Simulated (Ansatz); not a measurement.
Total energies of Te4Pb2⁺ (the lowest doublet isomer of a short search) from Ansatz at PBE0-D4/def2-TZVP, gas phase (1 Eh = 27.2114 eV = 2625.5 kJ/mol). The reference geometry is relaxed at PBE-D4/def2-SVP.

```tsv
atom	x (Å)	y (Å)	z (Å)
Pb1	-2.282	0.246	0.425
Pb2	1.363	-1.835	-0.474
Te3	1.562	1.035	-1.395
Te4	-0.659	-0.385	-2.227
Te5	-0.064	-0.865	2.188
Te6	0.081	1.804	1.482
```

| state | geometry | energy (Eh) |
| --- | --- | --- |
| charge 1 doublet | reference | -1457.95414 |
| charge 0 singlet | reference | -1458.17781 |
| charge 1 quartet | relaxed at PBE-D4/def2-SVP | -1457.89656 |

In the def2 sets Pb, Te take a core potential; there is no spin–orbit coupling.

**Question.** Work out the vertical electron affinity, to the singlet.

**Answer.** E(charge 1 doublet) − E(charge 0 singlet) = -1457.95414 − (-1458.17781) = 0.22367 Eh = 6.09 eV.

**Question.** Which of the charge 1 states is lowest, and how far above it are the others?

**Answer.** The doublet. quartet: -1457.89656 − (-1457.95414) = 0.05758 Eh = 151.2 kJ/mol. The quartet differs in its bonds from the reference.

The structure comes from a short search, and lower isomers may exist.
